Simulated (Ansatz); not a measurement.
Gas-phase electronic energies from Ansatz, PBE0-D4/def2-TZVP geometries. CCSD(T)/CBS is the MP2 limit (def2-TZVPP, def2-QZVPP) plus CCSD(T) − MP2 in def2-TZVPP, frozen cores. This one scheme is used for every species. DFT in def2-TZVPP. Each species was taken in one conformer, which may not be the lowest.

Reaction (ligand exchange at the Si–O bond): `[AlH2][O][SiH2]S` + `OCO` → `OCO[SiH2]S` + `[OH][AlH2]`

```json
{"level": "ωB97X-V", "ΔE (eV)": "0.23"}
{"level": "PBE", "ΔE (eV)": "0.24"}
{"level": "PBE0", "ΔE (eV)": "0.27"}
{"level": "CCSD/def2-TZVPP", "ΔE (eV)": "0.27"}
```

**Question.** What does CCSD(T)/CBS give? (An estimate is asked.)

**Answer.** Computed: +0.25 eV. The listed levels differ from it by -0.02, -0.01, 0.02, 0.02 eV.

Largest T1 diagnostic among the species: 0.012.

In def2-TZVPP, CCSD(T) changes the Hartree–Fock value by −0.13 eV (the triples alone add −0.02 eV) and MP2 by −0.15 eV. From PBE to PBE0 (25 % exact exchange), in def2-TZVPP and without D4, ΔE moves by +0.03 eV. The D4 term adds −0.04 eV with B3LYP and −0.02 eV with PBE0; it sums over pairs of atoms, weighted by their polarisabilities, and B3LYP, whose exchange is more repulsive, gets the larger term.

B3LYP here is the variant with VWN-RPA as its local correlation; programs differ in this.
